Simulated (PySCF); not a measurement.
Structure with atom numbers: `[CH3:1][c:2]1[cH:3][cH:4][cH:5][cH:6][c:7]1[NH2:8]`. Each H is labelled by its parent atom.

[PySCF 2.14.0 with density-fitted response routines: σ from GIAO-PBE0/pcSseg-1; coordinates at the GFN2-xTB level; in vacuum; no relativistic terms; a single conformation; fast rotation and ring inversion assumed for equivalent nuclei]

Shifts are taken against calculated references (same method and geometry level): 13C (σref 186.93), 1H (σref 31.72) against TMS; NH3 for 15N (σref 267.73).

```
atoms  nucleus  count  Hirshfeld charge  δ (ppm)
   C2      13C      1             -0.02        ?
   C7      13C      1              0.05    150.2
   N8      15N      1             -0.20     74.7
   C6      13C      1             -0.08    117.3
H(C6)       1H      1              0.04     6.74
   C4      13C      1             -0.07    122.5
H(N8)       1H      2              0.12     3.31
   C5      13C      1             -0.06    133.0
   C3      13C      1             -0.06        ?
H(C5)       1H      1              0.05     7.33
H(C3)       1H      1              0.05        ?
H(C1)       1H      3              0.04     2.20
   C1      13C      1             -0.12        ?
H(C4)       1H      1              0.04     6.87
```

Q: Estimate the values marked ?.

A: 
- C3: 135.9 ppm, aromatic CH; the aromatic region
- C2: 123.8 ppm, substituted aromatic carbon
- C1: 20.1 ppm, methyl carbon on an aromatic ring; aliphatic region, no heteroatom directly attached
- H(C3): 7.34 ppm, hydrogen on an aromatic CH; ring-current deshielding

Exchangeable OH/NH protons stand at their gas-phase positions; hydrogen bonding in a real sample shifts them, mostly to higher δ. Shifts are as computed. Against solution values, carbons near 30 ppm lie about +3 ppm off and those near 130 ppm about +5 ppm. Of 1211 compounds with measured shifts, 218 miss one by over three times the rms of a fit or turn the order of signals round; such compounds aren't used in these exercises. Experimental scales use liquid or dissolved standards, which lie at an offset from isolated NH3 (liquid NH3: subtract about 20 ppm).
